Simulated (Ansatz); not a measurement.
Input for Ansatz (an electronic-structure program): R-CCSD(T)/cc-pVDZ on C2H4F2 (SMILES FCCF), a point of a torsion scan.

Ansatz 0.2 input:
```yaml
crystal:
  periodic: [false, false, false]
  atoms:
    - {symbol: F, position_ang: [1.37524410, 0.68516667, -0.82056758]}
    - {symbol: C, position_ang: [0.75033125, -0.14148708, 0.07703858]}
    - {symbol: C, position_ang: [-0.76630123, 0.02420209, -0.01600244]}
    - {symbol: F, position_ang: [-1.35548498, -1.16776455, -0.35024952]}
    - {symbol: H, position_ang: [1.13797459, 0.12018053, 1.06518628]}
    - {symbol: H, position_ang: [1.03042480, -1.16751285, -0.18184488]}
    - {symbol: H, position_ang: [-1.21012667, 0.33688547, 0.93291467]}
    - {symbol: H, position_ang: [-1.01601281, 0.73904014, -0.80647446]}
basis:
  gaussian:
    orbitals: cc-pVDZ
magnetization: {spin_polarized: false}
correlation: {method: ccsd_t, electrons: outside_noble_gas}
scf: {lower_state_search: off}
```

It printed:

```
WARN ansatz: RAYON_NUM_THREADS=1 ignored (pool sized by the plan → 1); use --threads N
Functional definition: HF
these checks for a lower state are left out or cut short: stability, starts, cluster_reference, orbital_swaps, neighbouring_geometries, increment
integrals: 0.05 GiB planned
690 factors; integrals over basis functions are off by at most 1.1e-3 eV
mean field: 0.15 GiB planned
mean field evaluation 1: about -7533.9108 eV, gradient 2.8e1 eV
mean field evaluation 2: about -7534.0759 eV, gradient 2.8e1 eV
mean field evaluation 4: about -7535.7675 eV, gradient 3.1e0 eV
mean field evaluation 8: about -7535.7966 eV, gradient 7.3e-2 eV
mean field -7535.79661904 eV, -276.9354178034 hartree, gradient 6.7e-6 eV, S^2 0.000000; 0 other end points of the search recorded, 0 dependent functions left out
4 core orbitals not correlated
reference -7535.79661904 eV, -276.9354178034 hartree; 13, 13 occupied and 59, 59 virtual orbitals, 690 factors
second order -17.62974212 eV of doubles, -0.00000000 eV of singles
coupled cluster: 0.20 GiB planned
cycle   1  -18.06317259 eV  change   -4.3e-1 eV  update   8.2e-2
cycle   2  -18.44883948 eV  change   -3.9e-1 eV  update   2.3e-2
cycle   3  -18.54406228 eV  change   -9.5e-2 eV  update   1.1e-2
cycle   4  -18.54032901 eV  change    3.7e-3 eV  update   2.0e-3
cycle   5  -18.54015570 eV  change    1.7e-4 eV  update   7.9e-4
cycle   6  -18.54050114 eV  change   -3.5e-4 eV  update   2.1e-4
cycle   7  -18.54040161 eV  change    1.0e-4 eV  update   7.0e-5
cycle   8  -18.54035819 eV  change    4.3e-5 eV  update   2.3e-5
cycle   9  -18.54035963 eV  change   -1.4e-6 eV  update   7.4e-6
perturbative correction -0.38118665 eV, -0.0140083508 hartree
Total energy: -7554.71816532 eV, -277.6307718035 hartree
Checks for a lower state left out: stability, starts, cluster_reference, orbital_swaps, neighbouring_geometries, increment
```

The run converged.

Cost: around 5 core-seconds (rough).
